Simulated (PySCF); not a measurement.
C8H6F2O.
Bonds: O1–C2 (double), C2–C3, C3–C4 (aromatic), C4–C5 (aromatic), C5–C6 (aromatic), C6–C7 (aromatic), C7–C8 (aromatic), C8–C9, C9–F10, C9–F11, C3–C8 (aromatic). Hydrogens: H12 on C2; H13 on C4; H14 on C5; H15 on C6; H16 on C7; H17 on C9.

Method: PBE0-D3(BJ)/def2-SVP geometry optimisation, gas phase in PySCF 2.14.0; density fitting, grid level 1; the optimiser is geomeTRIC in internal coordinates, started from a GFN2-xTB structure.

Geometry at step 22:
```
atom  x, y, z in Å
O1     -2.4222    1.6765    0.2213
C2     -1.2343    1.8688    0.1467
C3     -0.1767    0.8413    0.0240
C4      1.1477    1.2921   -0.0105
C5      2.2072    0.3970   -0.1116
C6      1.9376   -0.9670   -0.1911
C7      0.6212   -1.4283   -0.1631
C8     -0.4458   -0.5399   -0.0493
C9     -1.8518   -1.0859    0.0585
F10    -1.8625   -2.4084   -0.2275
F11    -2.2901   -0.9429    1.3300
H12    -0.8310    2.9137    0.1583
H13     1.3397    2.3673    0.0477
H14     3.2367    0.7601   -0.1295
H15     2.7585   -1.6832   -0.2718
H16     0.4123   -2.4964   -0.2277
H17    -2.5646   -0.5812   -0.6084
```

Question: Give the atomic forces at this geometry.

Answer: 
| atom | Fx (eV/Å) | Fy (eV/Å) | Fz (eV/Å) |
| --- | --- | --- | --- |
| O1 | 0.079 | -0.109 | -0.083 |
| C2 | -0.043 | 0.174 | -0.014 |
| C3 | -0.075 | -0.005 | 0.066 |
| C4 | -0.024 | 0.001 | -0.025 |
| C5 | -0.019 | -0.027 | -0.009 |
| C6 | 0.015 | 0.028 | -0.005 |
| C7 | -0.034 | 0.000 | -0.012 |
| C8 | 0.069 | -0.106 | 0.015 |
| C9 | -0.026 | 0.110 | 0.144 |
| F10 | 0.013 | -0.042 | -0.017 |
| F11 | 0.017 | -0.090 | -0.053 |
| H12 | 0.028 | 0.019 | 0.023 |
| H13 | -0.006 | 0.007 | -0.001 |
| H14 | 0.006 | 0.003 | -0.004 |
| H15 | 0.002 | -0.005 | -0.006 |
| H16 | -0.002 | -0.010 | 0.000 |
| H17 | 0.000 | 0.053 | -0.019 |

The largest, 0.18 eV/Å, acts on C9 (C2 within 3 % of it); the rms over all components is 0.052 eV/Å. The forces sum to zero within rounding, as they must for an isolated molecule in no field.

Question: Give the force on C9 in Eh/bohr and in nN.

Answer: 0.183 eV/Å ÷ 51.422 = 0.00355 Eh/bohr, and 0.183 eV/Å × 1.602 = 0.29 nN.

Question: How far is this geometry from the end of the optimisation?

Answer: 0.011 eV above it, and 0.043 Å rms away after alignment. The bonds farthest from their final lengths, with half the difference of the two atoms' forces along the bond (positive lengthens):

| bond | now (Å) | final (Å) | force along bond (eV/Å) |
| --- | --- | --- | --- |
| C9–F11 | 1.353 | 1.351 | -0.11 |
| C9–F10 | 1.353 | 1.355 | +0.09 |
| C3–C8 | 1.409 | 1.411 | +0.04 |

The angle farthest from its final value is O1–C2–C3, 126.8° against 126.1°.

What follows is the cost of the whole optimisation. Hardware: AMD EPYC 7R43, one thread, shared host with 256 logical CPUs at a one-minute load of 145. Cost: 9.1 min wall, 0.79 GiB resident at most.
